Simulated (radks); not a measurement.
Question: Method: scalar-relativistic Kohn-Sham, LB94 model potential, spin-polarised, spherical densities, finite nucleus; open shells are filled with parallel spins first (spin-orbit coupling, left out, can overturn this in heavy ions); Fermi nuclear charge, rms radius of each element as measured or else 0.836 A^(1/3) + 0.57 fm; computed with a radial shooting solver on a logarithmic mesh with Libxc functionals. Response by self-consistent Sternheimer equations with the Hartree and adiabatic LDA kernel, the relativistic mass of each level held fixed and spin-orbit coupling left out. For heavy and open-shell atoms this level of theory can miss by tens of per cent. Rank Ho, Ho6+, Ho5+, Ho3+, Ho2+, Ho4+, Ho+ (NIST ground configurations) by static dipole polarisability, largest first.

Answer: Ho 109.3, Ho+ 49.66, Ho2+ 7.542, Ho3+ 5.014, Ho4+ 3.874, Ho5+ 3.201, Ho6+ 2.674 bohr^3.
